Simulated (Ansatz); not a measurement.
A calculation with Ansatz (development build ahead of 0.2.0).

```yaml
crystal:
  periodic: [false, false, false]
  atoms:
    - { symbol: Sc, position_ang: [0.0, 0.0, 0.0] }
    - { symbol: O, position_ang: [0.0, 0.0, 1.70136] }
basis:
  gaussian: { orbitals: cc-pVTZ }
magnetization:
  spin_polarized: true
  initial_magnetization: 1
hamiltonian:
  xc: hf
correlation:
  method: bccd_t
  frozen_orbitals: { O: 1, Sc: 5 }
```

The input is written out in the form of the current development build from the run's settings.

Results

```
Converged                               : yes
Reference energy (starting determinant) : -834.66488 hartree
Correlation energy                      : -0.58597 hartree
Total energy                            : -835.25085 hartree
```
